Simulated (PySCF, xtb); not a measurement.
SeClI, SMILES I[Se]Cl. Atoms are numbered in the order given.

```xyz
3

Se     0.7779    -0.9894     0.0000
Cl    -1.0141    -2.2409     0.0000
I     -0.1738     1.3535     0.0000
```
Charge 0, spin multiplicity 1.

Coordinates come from a B3LYP-D3(BJ)/def2-TZVP optimisation. The def2 effective core potentials stand for the cores of I; spin–orbit coupling is left out.

Level of theory: C-PCM-ωB97X/def2-SVP run with PySCF 2.14.0.

The values are the electrostatic part of the solvation free energy, E(continuum) − E(gas) at the gas-phase geometry, in a cavity of scaled van der Waals radii (PySCF's table); cavitation and dispersion terms are not included. In vacuum the orbital gap is 7.87 eV. The dipole moment in vacuum is 1.13 D.

### Question
Estimate the values in water (ε = 78.36), methanol (ε = 32.61), benzene (ε = 2.27). (The exact figures need the calculation; the answer reports its results.)

### Answer

```json
[
 {"solvent": "water", "ε": "78.36", "ΔG(elec) (kcal/mol)": "-2.2", "dipole (D)": "1.59", "gap (eV)": "7.98"},
 {"solvent": "methanol", "ε": "32.61", "ΔG(elec) (kcal/mol)": "-2.1", "dipole (D)": "1.58", "gap (eV)": "7.98"},
 {"solvent": "benzene", "ε": "2.27", "ΔG(elec) (kcal/mol)": "-1.2", "dipole (D)": "1.36", "gap (eV)": "7.93"}
]
```

For comparison, GFN2-xTB/ALPB(water) (xtb, at the GFN2-xTB geometry, all terms of that model) gives -0.7 kcal/mol.
